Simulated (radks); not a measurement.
Values are calculated unless marked as measured or tabulated.
Task: Species: Ga II. Configuration: [Ar] 3d9 4s1 4p2 (not the ground configuration). Level of theory: Dirac Kohn-Sham, BLYP, spin-unpolarised, spherical densities, finite nucleus; open shells are shared between the two j in proportion to 2j + 1; Fermi nuclear charge, rms radius 3.9973 fm (a radial shooting solver on a logarithmic mesh with Libxc functionals). Some entries of the table are withheld. Estimate them.

orbital,occ.,eigenvalue (eV),<1/r> (bohr^-1)
1s1/2,2,-10250.73,31.30
2s1/2,2,(1),6.883
2p1/2,2,(2),6.844
2p3/2,4,(3),6.669
3s1/2,2,-168.1408,2.207
3p1/2,2,-121.2717,2.082
3p3/2,4,-117.5645,2.040
3d3/2,3.6,-38.7235,1.720
3d5/2,5.4,-38.2247,1.709
4s1/2,1,-20.2167,0.6404
4p1/2,0.666667,-11.9392,(4)
4p3/2,1.33333,-11.7009,(5)

Result: 
(1) 2s1/2 eigenvalue (eV): -1283.904
(2) 2p1/2 eigenvalue (eV): -1139.235
(3) 2p3/2 eigenvalue (eV): -1111.567
(4) 4p1/2 <1/r> (bohr^-1): 0.5142
(5) 4p3/2 <1/r> (bohr^-1): 0.5061
